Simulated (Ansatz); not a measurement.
Coupled-cluster diagnostics for HfO₃H₂, Ansatz.

Geometry of the singlet (B3LYP-D4/def2-TZVP):

```xyz
6

Hf   -0.365   -0.695   -0.145
O    -1.661   -0.267   -1.263
O     0.177    0.907    1.044
O     1.294    0.784    0.063
H    -0.699   -2.364    0.705
H     1.253    1.635   -0.403
```

In the def2 sets Hf takes a core potential; there is no spin–orbit coupling. Correlated methods freeze 3 core orbitals; core or outer-core shells of Hf are correlated, in sets that lack core-valence functions. The structure holds one bond between oxygen atoms, so isomers without such links may lie far lower. No other spin state of charge 0 was run. Another isomer (singlet) lies 1.25 eV lower at PBE0-D4/def2-TZVP; other spin states weren't run for this one.

(1) Estimate the CCSD(T) correlation energy, the shares of MP2 and (T), T1 and the reference's ⟨S²⟩ for: charge 0, singlet, own geometry in def2-TZVPP; and the rough time on 4 threads of Arm Neoverse V1 on a shared host.

Answers

(1) 
| state | basis | correlation (eV) | MP2 share (%) | (T) share (%) | T1 | ⟨S²⟩ (pure) | wall time | remarks |
| --- | --- | --- | --- | --- | --- | --- | --- | --- |
| charge 0, singlet, own geometry | def2-TZVPP | -29.638 | 96.5 | 4.4 | 0.022 | 0.00 (0.00) | 56 s | test for broken spin undecided |
Customary marks for T1 are 0.02 (closed shells), 0.045 (open shells) and about 0.05 (3d metals). T1 exceeds 0.02 in 1 of 1 rows and 0.045 in 0; the higher it lies, the less the single-reference result can be trusted.
